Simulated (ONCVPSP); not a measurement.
# u(r) = r·R(r): atom against pseudo-atom (Mg)

Columns: radius, all-electron u(r) and pseudo u(r) of the 2p shell (level -50.93 eV) of magnesium in the configuration [He] 2s2 2p6 3s1.5; Wu-Cohen, scalar-relativistic, ONCV scheme, ONCVPSP 4.0.1.

```tsv
r (bohr)	all-electron	pseudo
0.105	0.3232	0.1448
0.210	0.7496	0.5052
0.315	1.0218	0.9038
0.420	1.1381	1.1731
0.525	1.1442	1.2502
0.630	1.0852	1.1731
0.735	0.9929	1.0289
0.840	0.8871	0.8930
0.945	0.7796	0.7797
1.050	0.6768	0.6767
1.155	0.5821	0.5820
1.260	0.4970	0.4970
1.365	0.4219	0.4219
1.470	0.3566	0.3566
1.575	0.3003	0.3003
1.680	0.2523	0.2523
1.785	0.2116	0.2115
1.890	0.1772	0.1772
1.995	0.1482	0.1482
2.100	0.1239	0.1238
2.205	0.1034	0.1034
2.310	0.0862	0.0862
2.415	0.0719	0.0719
2.520	0.0598	0.0598
2.625	0.0498	0.0498
2.730	0.0414	0.0414
```

Problem. How many radial nodes do the two functions have?

Solution. The all-electron 2p function has n − l − 1 = 0; the pseudo-wave has 0.

Problem. At about which radius was the pseudo-wave matched?

Solution. 1.05 bohr. The columns agree to 0.0005 from 0.94 bohr on; several derivatives are matched, so the curves merge somewhat inside the radius.

Problem. Where does each function peak?

Solution. Outermost all-electron maximum near 0.53 bohr, pseudo maximum near 0.53 bohr (to the table’s step).

Problem. Is the pseudo-wave norm-conserving?

Solution. Yes: the ONCV scheme keeps the norm inside the radius equal to the all-electron one, which fixes the energy derivative of the logarithmic derivative at the level.
